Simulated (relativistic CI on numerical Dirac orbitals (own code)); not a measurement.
**How well does a small relativistic CI reproduce Ir?**

Method of calculation: Dirac-Coulomb-Breit CI, KLI orbitals optimised for each configuration, model QED (radiative potential, 1s self-energy scaled to tabulated hydrogen-like ionisation energies), valence Slater integrals scaled by 0.85, P86 correlation energy added to each configuration (own radial code, finite nucleus).

Configuration list (outside the closed core [Xe] 4f14): 5d7.6s2, 5d8.6s, 5d7.6s.6p, 5d9, 5d6.6s2.6p, 5d8.6p, 5d7.6s.6d, 5d8.6d, 5d8.7s, 5d8.7p, 5d7.6s.7s, 5d7.6s.7p, 5d7.6s.8s, 5d7.6s.8p, 5d7.6s.5f, 5d7.6s.7d, 5d7.6s.9s, 5d7.6s.9p, 5d7.6s.6f, 5d7.6s.8d, 5d7.6s.5g, 5d7.6s.9d, 5d6.6s2.8s, 5d6.6s2.8p, 5d6.6s2.5f, 5d6.6s2.7d, 5d6.6s2.9s, 5d6.6s2.9p, 5d6.6s2.6f, 5d6.6s2.8d, 5d6.6s2.5g, 5d6.6s2.9d, 5d6.6s2.7s, 5d7.6p2, 5d6.6p3. Double excitations out of closed p, d and f shells are left out; levels of such configurations are missing from the list, as are those of other unlisted configurations, and high levels can miss mixing partners. These lack a partner that the ground configuration has and come out too high: 5d6.6s2.8s, 5d6.6s2.8p, 5d6.6s2.5f, 5d6.6s2.7d, 5d6.6s2.9s.

```csv
Configuration,Term (tabulated),J,Measured (cm⁻¹),Computed,Error,Purity (%)
5d7.6s2,4F,9/2,0.0,0,0,72
5d8.6s,4F,9/2,2835.0,747,-2088,86
5d8.6s,4F,7/2,6324.0,4304,-2020,77
5d7.6s2,4F,7/2,7106.6,6510,-597,90
5d7.6s2,4F,3/2,11831.1,11053,-778,64
5d8.6s,4F,5/2,12218.5,8397,-3822,63
5d8.6s,2F,7/2,13087.9,11151,-1937,70
5d8.6s,4P †,3/2,16565.4,15172,-1393,57
5d8.6s,4P †,1/2,16681.3,15884,-797,90
5d7.6s2,4P,1/2,20236.8,20582,345,76
```

Measured levels from NIST Handbook of Basic Atomic Spectroscopic Data (Sansonetti and Martin, J. Phys. Chem. Ref. Data 34, 1559 (2005)); pairs were made by configuration, J and term (by order where the table uses no LS term), so strongly mixed levels may be paired wrongly.

Mean error by configuration (cm⁻¹): 5d8.6s -2467; 5d7.6s2 -343. Over the excited levels the mean absolute error is 1655 cm⁻¹ (9 of the 40 excited levels that our extract of the source holds in range could be paired, and the others can miss by more), and the median relative error of those above 1,000 cm⁻¹ is 15 %. Some levels of the ground configuration have no partner. † marks terms whose computed intervals miss the measured ones by more than a factor of 2.5, or configurations far off the rest, from wrong mixing, a near crossing or a doubtful label or measurement; they are left out of the means.
